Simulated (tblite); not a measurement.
C₅H₁₄SSi₂.
Geometry (GFN2-xTB, Å), atoms numbered from 1 in this order:
```xyz
22
C5H14SSi2 angstrom
C      4.1740    0.3262   -0.1965
S      2.6883    1.0727    0.5411
C      1.5242   -0.3013    0.3011
Si    -0.1877    0.2211    0.9743
C     -1.4210   -1.2319    0.7429
C     -2.2021   -1.0252   -0.5561
C     -2.7907    0.3841   -0.6394
Si    -1.3927    1.6685   -0.3769
H      3.9658    0.0496   -1.2268
H      4.9560    1.0773   -0.1616
H      4.4674   -0.5460    0.3821
H      1.9246   -1.1695    0.8233
H      1.4910   -0.5192   -0.7657
H      0.0051    0.4813    2.4096
H     -0.9476   -2.2138    0.7329
H     -2.1227   -1.2305    1.5776
H     -1.5347   -1.1859   -1.4078
H     -3.0025   -1.7680   -0.6301
H     -3.5445    0.4988    0.1421
H     -3.3087    0.5083   -1.5902
H     -1.9438    2.8978    0.2008
H     -0.8080    2.0252   -1.6783
```

All values are computed: GFN2-xTB (tblite) harmonic vibrations without scaling, gas phase. The method is semi-empirical: single wavenumbers can be off by several per cent or more. Modes of hydrogen on silicon can be 10 to 20 % off. One conformer, not necessarily the lowest.

Harmonic wavenumbers (cm⁻¹): 36.0, 40.0, 57.6, 100.1, 143.3, 158.7, 173.0, 226.4, 255.3, 308.7, 397.5, 430.9, 447.6, 528.1, 546.2, 617.8, 630.3, 673.8, 688.4, 702.1, 723.3, 748.1, 758.0, 782.5, 797.9, 805.7, 941.3, 942.6, 952.9, 956.0, 1050.1, 1057.9, 1106.1, 1134.5, 1159.9, 1217.9, 1275.4, 1296.2, 1315.2, 1340.1, 1434.4, 1451.8, 1453.1, 1482.7, 1489.6, 1511.9, 2171.5, 2188.1, 2223.9, 2932.1, 2956.5, 2962.7, 2967.9, 2969.8, 2980.0, 2992.0, 2994.3, 3014.8, 3016.3, 3060.2.

A = 2378, B = 577.7, C = 520.7 MHz; mass 162.035 u (most abundant isotopes); point group C1, symmetry number 1.

Q: Zero-point energy?

A: ½Σν̃ = 37888 cm⁻¹ = 453.25 kJ/mol.

Q: What is S at 298.15 K and 1 bar for an ideal gas of classical rigid rotors and harmonic oscillators?

A: Translation 172.31, rotation 127.56, vibration 164.79: S = 464.7 J/(mol K).

Q: And Cp and H(298.15 K) − H(0)?

A: Cp = 194.54 J/(mol K), of which vibrations give 161.28 (their classical limit is 60 R = 498.9); H(298.15 K) − H(0) = 34.60 kJ/mol without the zero-point energy, 24.68 from vibrations.

Q: What must be added to the electronic energy to get the Gibbs energy at 298.15 K and 1 bar?

A: ZPE + [H(298.15 K) − H(0)] − T·S = 453.25 + 34.60 − 138.54 = 349.31 kJ/mol.

Q: Blend soft modes into free rotors: weight 1/[1 + (100 cm⁻¹/ν̃)⁴] for the oscillator and the rest for a rotor with moment μB/(μ + B), μ = h/(8π²ν), B = 10⁻⁴⁴ kg m². What vibrational entropy results?

A: 146.34 J/(mol K) in place of 164.79, which changes −T·S at 298.15 K by +5.50 kJ/mol.

Q: How do the functions run with temperature in this model?

A: 
| T (K) | S (J/(mol K)) | Cp (J/(mol K)) | H − H(0) (kJ/mol) | G − H(0) (kJ/mol) | ln q(vib) |
| --- | --- | --- | --- | --- | --- |
| 150 | 361.2 | 116.3 | 11.62 | -42.56 | 4.81 |
| 250 | 432.7 | 168.9 | 25.84 | -82.33 | 8.25 |
| 400 | 528.9 | 243.8 | 56.99 | -154.57 | 13.24 |
| 600 | 642.5 | 316.7 | 113.53 | -271.99 | 19.66 |
| 900 | 785.3 | 386.6 | 219.89 | -486.91 | 28.58 |

q(vib) and H(0) count from the zero-point level.

Hindered rotation and anharmonicity are outside this model. Other conformers, if any are populated, would add a mixing term that is left out. The structure is chiral; the term R ln 2 for an equal mix with its mirror image is left out.
